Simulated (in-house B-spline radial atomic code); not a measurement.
Ionisation energies along the 3-electron series, configuration [He] 2s1, as differences of self-consistent energies. Dirac energy differences include first-order Breit, QED and recoil terms. NIST's values go from ground level to ground level; the uncertainty of those that are theory runs from under 0.1 % in few-electron ions to several per cent in heavy many-electron ones. Computed with an all-electron radial atomic-structure program (B-spline basis): Dirac-Hartree-Fock, average of the configuration, finite nuclei.

```csv
ion,configuration after,ionisation energy (eV),IE/(q+1)² (eV),-ε less Coulomb ΔSCF (eV),Breit and QED recoil part (eV),tabulated value (eV),tabulated kind,computed minus tabulated (eV)
Fe23+,1s2,2045.6,3.5514,0.010593,-1.0392,2045.759,tabulated theory,0
Co24+,1s2,2218.7,3.5499,0.010756,-1.1779,2218.876,tabulated theory,0
Ni25+,1s2,2399.1,3.5489,0.010917,-1.3305,2399.259,tabulated theory,0
Cu26+,1s2,2586.8,3.5484,0.011077,-1.494,2586.954,tabulated theory,0
Zn27+,1s2,2781.8,3.5482,0.011237,-1.6726,2781.996,tabulated theory,0
Ga28+,1s2,2984.2,3.5484,0.011397,-1.8643,2984.426,tabulated theory,0
Ge29+,1s2,3194.1,3.549,0.011557,-2.071,3194.293,tabulated theory,0
As30+,1s2,3411.4,3.5499,0.011719,-2.2948,3411.643,tabulated theory,0
Se31+,1s2,3636.3,3.5511,0.011882,-2.5337,3636.526,tabulated theory,0
Br32+,1s2,3868.8,3.5526,0.012047,-2.7917,3868.986,tabulated theory,0
Kr33+,1s2,4108.9,3.5544,0.012214,-3.0655,4109.083,tabulated theory,0
Rb34+,1s2,4356.7,3.5565,0.012384,-3.3592,4356.865,tabulated theory,0
Sr35+,1s2,4612.2,3.5588,0.012557,-3.6716,4612.397,tabulated theory,0
Zr37+,1s2,5146.7,3.5642,0.012913,-4.3588,5146.935,tabulated theory,0
Nb38+,1s2,5425.8,3.5673,0.013096,-4.7339,5426.066,tabulated theory,0
Mo39+,1s2,5713.0,3.5706,0.013284,-5.1308,5713.194,tabulated theory,0
```
